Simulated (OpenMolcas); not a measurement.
W2+.

```yaml
Program: OpenMolcas
Basis: ANO-RCC-VTZP [8s7p5d3f2g1h]
Scalar_Hamiltonian: DKH2, point nucleus
Active_space: 4 electrons in 9 orbitals (RAS2 5d 6s; RAS3 6p, at most 2 electrons)
State_averaging: 2S+1 = 5 even, 15 roots; 2S+1 = 3 even, 90 roots kept (CI in the orbitals of an earlier block); 2S+1 = 1 even, 89 roots kept (CI in the orbitals of an earlier block); 2S+1 = 5 odd, 60 roots (21 in the spin-orbit step); 2S+1 = 3 odd, 78 roots kept (CI in the orbitals of an earlier block, 5 in the spin-orbit step); 2S+1 = 1 odd, 84 roots kept (CI in the orbitals of an earlier block, 0 in the spin-orbit step)
Spin-orbit_coupling: RASSI with atomic mean-field integrals over the reference wave functions, term energies averaged over their components
```

Two sets of levels on these reference wave functions, in cm-1 above 5d4 5D0: one from RASSCF and one from MS-RASPT2, IPEA 0.25 Eh, imaginary shift 0.1 Eh (closed shells correlated: 5s 5p).

```tsv
Level	Set 1	Set 2
5d4 5D0 [64 %]	0.0	0.0
5d4 5D1	2120	2520
5d4 5D2	4380	4970
5d4 5D3	6370	6930
5d4 5D4	8040	8390
5d3 6s 5F1	11790	11600
5d4 3P0 [59 %]	11820	10910
5d3 6s 5F2	13310	13100
5d4 3P1	15140	13980
5d3 6s 5F3	15650	15580
5d4 3H4 [50 %]	16710	15400
5d4 3F2 [68 %]	16860	15220
5d3 6s 5F4	18280	18160
5d4 3P2 [71 %]	19540	17970
5d4 3H5 [57 %]	19900	18700
5d3 6s 5F5 [67 %]	20890	20520
```

Task: Which set is which?

Result: Set 2 is MS-RASPT2. Its levels of the other terms of 5d4 lie at 0.90 to 0.94 of the other set's values, as expected, since terms of lower spin or lower L gain more correlation energy than the Hund ground term. Against 8 measured levels (NIST levels as listed in McCann et al., Mon. Not. R. Astron. Soc. 538, 537 (2025)) the mean absolute deviation is 690 cm-1 with it and 820 cm-1 without; single levels miss by up to 1100 cm-1 with it.

Term energies are means over components that CASPT2 splits; among the terms shown or strongly mixed into the levels shown the widest spread is 670 cm-1 (5d3 6s 5F, MS-RASPT2). Some high roots are left out of the spin-orbit mixing, which shifts the levels that they would mix with. Terms from blocks run as CI alone lack orbitals of their own. Configurations are named by rounded mean occupations; where the s occupation lies near a half they are strongly mixed, a name can repeat and a true partner stay unpaired. A single d shell beside an s shell can misplace configurations of different d count against each other. Without dynamic correlation excited terms often stand tens of per cent too high (terms of higher spin than the ground term too low), and those without a measured partner can miss by more than the paired ones (holds for RASSCF). Blocks of more than 70 roots (2S+1 = 3 even, 1 even) ran without multistate coupling (holds for MS-RASPT2). The CASPT2 spread within a term exceeds the gap to the next term for 5d3 6s 5F and 5d4 3F, so the order of their levels is uncertain, and so are names and mixing where such terms share a J (holds for MS-RASPT2). Measured partners are found by configuration, term and J. A level has none where our copy of the source lacks it or the pairing is in doubt (some pairs that miss far off the trend of their configuration count as doubtful), and it then counts in no deviation. Only configurations of the active space appear. Levels that lie high or do not pair safely by name in every column are left out.

A share in square brackets marks a mixed level and gives the weight of the term that names it, the lowest over the columns.
